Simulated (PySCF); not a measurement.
Nonlinear optical response: SMILES CC(C)=C=C(C)C(F)(F)F, C7H9F3

Molfile (atoms numbered from 1):
```
C7H9F3
     RDKit          3D

 19 18  0  0  0  0  0  0  0  0999 V2000
   -1.9996   -1.4431    0.1434 C   0  0  0  0  0  0  0  0  0  0  0  0
   -1.3240   -0.1093   -0.0201 C   0  0  0  0  0  0  0  0  0  0  0  0
   -2.2151    1.0930   -0.1694 C   0  0  0  0  0  0  0  0  0  0  0  0
   -0.0166    0.0004   -0.0228 C   0  0  0  0  0  0  0  0  0  0  0  0
    1.2925    0.1017   -0.0419 C   0  0  0  0  0  0  0  0  0  0  0  0
    2.1440    0.0235   -1.2778 C   0  0  0  0  0  0  0  0  0  0  0  0
    2.0389    0.3187    1.2463 C   0  0  0  0  0  0  0  0  0  0  0  0
    2.7233    1.4727    1.2167 F   0  0  0  0  0  0  0  0  0  0  0  0
    2.9432   -0.6531    1.4436 F   0  0  0  0  0  0  0  0  0  0  0  0
    1.2440    0.3501    2.3117 F   0  0  0  0  0  0  0  0  0  0  0  0
   -2.6487   -1.6530   -0.7230 H   0  0  0  0  0  0  0  0  0  0  0  0
   -2.6457   -1.4352    1.0367 H   0  0  0  0  0  0  0  0  0  0  0  0
   -1.2752   -2.2614    0.2450 H   0  0  0  0  0  0  0  0  0  0  0  0
   -1.6393    2.0204   -0.2840 H   0  0  0  0  0  0  0  0  0  0  0  0
   -2.8718    0.9757   -1.0474 H   0  0  0  0  0  0  0  0  0  0  0  0
   -2.8697    1.1946    0.7121 H   0  0  0  0  0  0  0  0  0  0  0  0
    1.5224   -0.1371   -2.1670 H   0  0  0  0  0  0  0  0  0  0  0  0
    2.8672   -0.8028   -1.1957 H   0  0  0  0  0  0  0  0  0  0  0  0
    2.7188    0.9536   -1.4096 H   0  0  0  0  0  0  0  0  0  0  0  0
  1  2  1  0
  2  3  1  0
  2  4  2  0
  4  5  2  0
  5  6  1  0
  5  7  1  0
  7  8  1  0
  7  9  1  0
  7 10  1  0
  1 11  1  0
  1 12  1  0
  1 13  1  0
  3 14  1  0
  3 15  1  0
  3 16  1  0
  6 17  1  0
  6 18  1  0
  6 19  1  0
M  END
```

Method: PySCF 2.14.0, quadratic response CAM-B3LYP/aug-cc-pVDZ first hyperpolarisability, Taylor convention, gas phase. Geometry: PBE0-D3(BJ)/def2-SVP.

What is the first hyperpolarisability, and how does it disperse?

In au, Taylor convention; the vector part is βᵢ = ⅓ Σⱼ (βᵢⱼⱼ + βⱼᵢⱼ + βⱼⱼᵢ); β∥ is 3/5 of the vector part along the dipole, the dipole points from − to +:
```
                   process  λ (nm)  β vector norm      β∥  β HRS  depolarisation ratio
           static β(0;0,0)       ∞          214.2  -124.4   79.1                  8.35
second harmonic β(−2ω;ω,ω)    1907          222.5  -129.0   82.3                  8.26
         Pockels β(−ω;ω,0)    1907          216.9  -125.9      –                     –
second harmonic β(−2ω;ω,ω)    1064          243.3  -140.6   90.1                  8.06
         Pockels β(−ω;ω,0)    1064          223.2  -129.4      –                     –
```

Which lowest excitations, dipole and polarisabilities go with it?

S1 5.62 eV (f = 0.000); S2 6.28 eV (f = 0.000); S3 6.41 eV (f = 0.004); dipole 3.17 D; isotropic α 94.3 au static, 94.5 au at 1907 nm, 95.2 au at 1064 nm, 95.4 au at 953.5 nm, 98.2 au at 532 nm.
